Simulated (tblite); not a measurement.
C₈H₅S (doublet state).
SMILES: `C#Cc1ccc([S])cc1`

Calculated harmonic vibrations of the isolated species, GFN2-xTB (tblite), most abundant isotopes, no scaling. This tight-binding method is rough: wavenumbers can miss measured ones by several per cent, in bad cases by 10 to 20. Open shells enter through the occupations alone, without spin polarisation, and single modes of such species can be off by tens of per cent.

Harmonic wavenumbers (cm⁻¹): 74.9, 120.5, 195.2, 263.2, 344.1, 353.9, 361.6, 454.7, 482.6, 598.2, 614.8, 627.4, 672.8, 682.1, 804.4, 810.1, 846.3, 911.6, 918.4, 996.3, 1082.1, 1125.0, 1181.7, 1237.6, 1254.9, 1308.6, 1405.6, 1435.8, 1501.6, 1557.2, 2233.7, 3085.3, 3086.4, 3098.8, 3099.7, 3391.1.

A = 5686, B = 726.1, C = 643.9 MHz; mass 133.011 u (most abundant isotopes); point group C2v, symmetry number 2; spin multiplicity 2.

Q: What is the zero-point energy?

A: Half the sum of the wavenumbers: 21109 cm⁻¹ = 252.52 kJ/mol.

Q: Entropy at 273.15 K, 1 bar (ideal gas, RRHO, classical rotation)?

A: Translation 168.03, rotation 115.24, vibration 71.27, spin (R ln 2) 5.76: S = 360.3 J/(mol K).

Q: And Cp and H(273.15 K) − H(0)?

A: Cp = 126.17 J/(mol K), of which vibrations give 92.91 (their classical limit is 36 R = 299.3); H(273.15 K) − H(0) = 20.50 kJ/mol without the zero-point energy, 11.42 from vibrations.

Q: Which modes carry the vibrational entropy at 273.15 K?

A: 74.9 cm⁻¹: 16.10; 120.5 cm⁻¹: 12.23; 195.2 cm⁻¹: 8.44; 263.2 cm⁻¹: 6.23; 344.1 cm⁻¹: 4.42; 353.9 cm⁻¹: 4.24 J/(mol K); the other 30 give 19.60 together.

Q: How do the functions run with temperature in this model?

A: 
| T (K) | S (J/(mol K)) | Cp (J/(mol K)) | H − H(0) (kJ/mol) | G − H(0) (kJ/mol) | ln q(vib) |
| --- | --- | --- | --- | --- | --- |
| 50 | 237.4 | 43.6 | 1.84 | -10.03 | 0.16 |
| 100 | 272.5 | 60.0 | 4.42 | -22.83 | 0.72 |
| 298.15 | 371.8 | 135.3 | 23.77 | -87.07 | 4.01 |
| 373.15 | 404.9 | 160.5 | 34.88 | -116.20 | 5.44 |
| 500 | 456.9 | 194.6 | 57.52 | -170.92 | 7.93 |
| 750 | 544.8 | 238.3 | 112.13 | -296.50 | 12.75 |
| 1000 | 617.3 | 264.7 | 175.24 | -442.04 | 17.21 |

q(vib) and H(0) count from the zero-point level.

Q: Blend soft modes into free rotors: weight 1/[1 + (100 cm⁻¹/ν̃)⁴] for the oscillator and the rest for a rotor with moment μB/(μ + B), μ = h/(8π²ν), B = 10⁻⁴⁴ kg m². What vibrational entropy results?

A: 68.40 J/(mol K) in place of 71.27, which changes −T·S at 273.15 K by +0.78 kJ/mol.

Hindered rotation and anharmonicity are outside this model.

The run took 0.45 s wall on an Arm Neoverse V2 with one thread, no GPU, shared host with 96 logical CPUs at a one-minute load of 69. The figure is for the frequency step alone.
